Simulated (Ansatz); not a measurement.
`[F][Sc]([Cl])[Cl]` + H₂O → `[OH][Sc]([F])[Cl]` + HCl at 500 K and 1 bar (formal hydrolysis of the Sc–Cl bond).

Gas-phase electronic energies from Ansatz, PBE0-D4/def2-TZVP geometries. CCSD(T)/CBS adds triple-zeta CCSD(T) − MP2 to the extrapolated MP2 energy (def2 sets, frozen cores). This one scheme is used for every species. For Sc outer-core shells are correlated without core-valence functions, which leaves a few kJ/mol of doubt a bond. Scalar relativity is left out up to krypton. Each species was taken in one conformer, which may not be the lowest.

```tsv
species	CCSD(T)/CBS energy (Eh)	H − E (kJ/mol)	S (J/(mol·K))
`[F][Sc]([Cl])[Cl]`	-1779.77783	44.1	372.7
H₂O	-76.37941	73.2	206.3
`[OH][Sc]([F])[Cl]`	-1395.76221	77.9	384.8
HCl	-460.38127	32.5	201.9
```

H − E and S are ideal-gas, rigid-rotor, harmonic terms from PBE0-D4/def2-TZVP, for one conformer and one mirror image of each species. 1 Eh = 2625.50 kJ/mol, R = 8.31446 J/(mol·K).

By hand: ΔE, ΔH, ΔS and ΔG.

ΔE = (-1395.76221) + (-460.38127) − (-1779.77783) − (-76.37941) = 0.01376 Eh = 36.1 kJ/mol. Δ(H − E) = 77.9 + 32.5 − 44.1 − 73.2 = -6.9, so ΔH = 29.2 kJ/mol. ΔS = 384.8 + 201.9 − 372.7 − 206.3 = 7.7 J/(mol·K). ΔG = 29.2 − 500 × (7.7)/1000 = 25.3 kJ/mol.

By hand: the equilibrium constant, and the temperature at which ΔG would vanish if ΔH and ΔS stayed fixed.

log₁₀ K = −ΔG/(RT ln 10) = -2.6. ΔG = 0 at ΔH/ΔS = 3792 K, far beyond where these terms or the molecules hold.

The number of gas molecules stays the same, so ΔS is small and ΔH decides. A doubt of 5 kJ/mol in ΔE shifts log₁₀ K by 0.5 here. Other conformers and mirror images would add mixing entropy, several J/(mol·K) or more a flexible species. These are equilibria of isolated gas molecules and say nothing of rates. Largest T1 diagnostic: 0.016 (customary marks: 0.02 for closed shells, 0.045 for open ones).
